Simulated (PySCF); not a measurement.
# Arsenic: a sound run and one with changed settings

Sound run: As(2+) [Ar] 3d10 4s2 4p1, As(3+) [Ar] 3d10 4s2. Computed with PySCF 2.14 in x2c-TZVPall, with the spin-free X2C one-electron Hamiltonian (Gaussian nucleus). In the sound run the correlated levels freeze [Ar] 3d10. The sound run starts from symmetry-adapted Hartree-Fock orbitals and uses a fine grid where one is needed.

Changed run: basis STO-3G, all-electron and non-relativistic. This setting is unsound on purpose.

```csv
species,method,sound run (hartree),changed run (hartree),converged
As(2+),UHF,-2258.00411,-2208.37732,yes
As(2+),PBE0,-2259.38478,-2209.34604,yes
As(2+),MN15,-2261.04794,-2207.21744,yes
As(2+),MP2,-2258.04312,-2208.39291,yes
As(2+),CCSD(T),-2258.05752,-2208.40405,yes
As(3+),UHF,-2256.99753,-2207.37684,yes
As(3+),PBE0,-2258.35425,-2208.31733,yes
As(3+),MN15,-2260.01448,-2206.21379,yes
As(3+),MP2,-2257.02690,-2207.40090,yes
As(3+),CCSD(T),-2257.03744,-2207.41664,yes
```

Ionisation energy of As(2+):

```csv
method,sound run (eV),changed run (eV)
UHF,27.391,27.224
PBE0,28.042,27.992
MN15,28.122,27.311
MP2,27.653,26.994
SCS-MP2,27.645,26.948
CCSD,27.739,26.869
CCSD(T),27.758,26.869
```

A minimal basis cannot let orbitals breathe on ionisation and holds almost no correlation. The Hamiltonian changed with the basis, so the totals do not compare.

For comparison, NIST gives 28.349 ± 0.012 eV between the lowest levels.
